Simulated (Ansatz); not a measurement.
Clusters of 5 atoms, chalcogenide: binding per atom (eV) at several levels, gas phase, relaxed structures; Ansatz. Clusters are the lowest isomers that short searches found in that spin, judged at the geometry's level. Core potentials for In, Pd, Re, Te in the def2 sets, no spin–orbit coupling. Binding counts from free atoms in the multiplicity of their measured ground term, without zero-point energy. Singlets are spin-restricted. A dash marks a value that wasn't run or was left out as unsound. The structures are stationary points that may keep the symmetry of their start. Remarks come from the PBE and PBE0 runs and from stability tests at other levels; not every state was tested.

| species | state | geometry | PBE-D4/def2-SVP | PBE-D4/def2-TZVP | r2SCAN-D4/def2-TZVP | PBE0-D4/def2-SVP | PBE0-D4/def2-TZVP | remarks |
| --- | --- | --- | --- | --- | --- | --- | --- | --- |
| Ga2S3 | singlet | B3LYP-D4/def2-SVP | 2.89 | 2.89 | 2.85 | 2.76 | 2.77 | spin states tie at PBE0 |
| Te3Pd2 | singlet | r2SCAN-D4/def2-SVP | 2.46 | 2.54 | 2.43 | 2.13 | 2.21 | restricted SCF unstable in HF |
| Al2S3 | singlet | PBE-D4/def2-SVP | 3.21 | 3.21 | 3.19 | 3.08 | 3.10 | – |
| Re2Te3 | singlet | PBE-D4/def2-SVP | 3.01 | 3.13 | 2.64 | 2.38 | 2.53 | restricted SCF unstable in HF |
| Li4S | singlet | B3LYP-D4/def2-TZVP | 1.85 | 1.79 | – | 1.81 | 1.76 | spin states tie at PBE0 |
| Ga2Se3 | singlet | r2SCAN-D4/def2-SVP | 2.69 | 2.68 | 2.61 | 2.55 | 2.55 | – |

Task: Estimate the rows for K3S2 (doublet, r2SCAN-D4/def2-SVP geometry); In2Te3 (singlet, r2SCAN-D4/def2-SVP geometry).

Result: 
| species | state | geometry | PBE-D4/def2-SVP | PBE-D4/def2-TZVP | r2SCAN-D4/def2-TZVP | PBE0-D4/def2-SVP | PBE0-D4/def2-TZVP |
| --- | --- | --- | --- | --- | --- | --- | --- |
| K3S2 | doublet | r2SCAN-D4/def2-SVP | 2.08 | 2.06 | 2.08 | 2.01 | 1.99 |
| In2Te3 | singlet | r2SCAN-D4/def2-SVP | 2.27 | 2.29 | 2.13 | 2.14 | 2.17 |
